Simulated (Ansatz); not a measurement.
Species: C$_{6}$H$_{15}$ISi, SMILES `CC[Si](I)(CC)CC` (charge 0, multiplicity 1).

### Question
Give a relaxed geometry from Ansatz (a program for electronic structure) with B3LYP-D3(BJ)/def2-SVP.

### Answer
One answer among several that fit: the end point of this relaxation, one of several conformers (outside a Z-matrix the atoms follow the SMILES, hydrogens last).
Cartesian coordinates (Å) in one orientation:
```xyz
23

C      1.277    -1.597     0.982
C      0.868    -1.208    -0.446
Si    -0.265     0.300    -0.502
I     -0.779     0.723    -2.916
C      0.578     1.840     0.186
C      1.937     2.178    -0.437
C     -1.898    -0.015     0.388
C     -2.661    -1.266    -0.062
H      1.937    -2.479     0.988
H      1.818    -0.781     1.489
H      0.400    -1.843     1.604
H      1.758    -0.992    -1.062
H      0.353    -2.044    -0.947
H     -0.123     2.684     0.074
H      0.682     1.676     1.275
H      1.846     2.345    -1.522
H      2.370     3.089     0.006
H      2.664     1.363    -0.290
H     -1.657    -0.076     1.466
H     -2.524     0.886     0.270
H     -2.067    -2.181     0.096
H     -2.908    -1.216    -1.134
H     -3.605    -1.387     0.493
```
